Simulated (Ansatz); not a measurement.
Strength of the N–C bond: C6H16BN → C4H9 + C2H7BN

Species: C6H16BN `BN(CC)C(C)(C)C`, singlet; C4H9 (tert-butyl radical) `C[C](C)C`, doublet; C2H7BN `B[N]CC`, doublet. 

Shapes, held fixed at every level: PBE0-D4/def2-TZVP. Flexible molecules stand in one conformer, not always the lowest. Programs: Ansatz 0.2.0. Electronic energies: no zero-point or thermal term.

Problem. Estimate ΔE of this reaction.

Solution. The highest level, CCSD(T)/CBS estimate, gives ΔE = +387.4 kJ/mol; the levels span +323.6 to +413.7. The column of differences is taken from that level and isn't an error. No measured value is set beside it here. Spin contamination: C2H7BN (⟨S²⟩ up to 0.78). Open shells run unrestricted. The CBS estimate extrapolates MP2 from def2-TZVPP and def2-QZVPP and adds CCSD(T) − MP2 in the triple-zeta set, cores frozen.

| level | kind | ΔE (kJ/mol) | less CCSD(T)/CBS estimate |
| --- | --- | --- | --- |
| MP2/def2-SVP | perturbation theory | +413.7 | +26.3 |
| SPW92/def2-TZVPP | LDA | +402.9 | +15.5 |
| r2SCAN0-D4/def2-TZVPP | global hybrid | +323.6 | -63.8 |
| wB97M-V/def2-TZVPP | range-separated hybrid | +370.8 | -16.6 |
| wB97X-V/def2-TZVPP | range-separated hybrid | +366.0 | -21.4 |
| CCSD(T)/def2-SVP | coupled cluster or CI | +374.7 | -12.7 |
| CCSD/def2-TZVPP | coupled cluster or CI | +364.0 | -23.4 |
| CCSD(T)/CBS estimate | coupled cluster or CI | +387.4 | 0.0 |
